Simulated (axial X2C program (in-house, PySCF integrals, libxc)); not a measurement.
## Worked dissociation energy of RuB⁻: PBE0, spin-free

All values were computed with an in-house relativistic program for diatomic molecules. Spin-free means the one-electron spin-free X2C Hamiltonian. Basis: Ru dyall-acv3z [13s13p9d5f3g], B dyall-av3z [8s7p3d2f] (cores contracted in-house); Gaussian nuclei, density fitting, unrestricted open shells. Masses: Ru 101.904 u, B 11.009 u.

Molecular state: M_S = 1, Λ = 2 (beyond evenly filled blocks: σα, δ+α, δ+β, δ-α).

* E(Ru-) (2M_S = 3, M_L = 2): -4530.080555 hartree
* E(B) (2M_S = 1, M_L = 0): -24.626671 hartree
* E(RuB⁻) at Re: -4554.886383 hartree
* ωe: 918.7 cm⁻¹
* ωexe: 5.65 cm⁻¹

Task: Work out De and D0.

Result: De = -4530.080555 + (-24.626671) − (-4554.886383) = 0.17916 hartree = 4.875 eV. The zero-point energy is ωe/2 − ωexe/4 = 458 cm⁻¹ = 0.057 eV, so D0 = 4.818 eV.

One determinant describes the state; a PBE0 search over occupations chose it and may have missed a lower one. De is counted from the lowest determinant-based energies of the atoms at the same level, without counterpoise correction. Other states lie close and PBE0, whose exact exchange favours high spin, may order them wrongly; the determinant shown need not be the ground state. The nearest other spin-free determinant of the search, M_S = 0, Λ = 2, lies 0.17 eV up at the distance of the search. The functionals have no current-density term, which raises determinants with orbital currents, atoms included. The highest occupied level of some functionals is positive through self-interaction error; at Hartree–Fock it is bound. The determinant is spin-polarised beyond a pure state at some levels (its spin-free form has ⟨S²⟩ too high), which makes Re and μ there less reliable.

Each atomic determinant is the lowest at this level and need not be a pure term. Totals compare only within one Hamiltonian and basis.
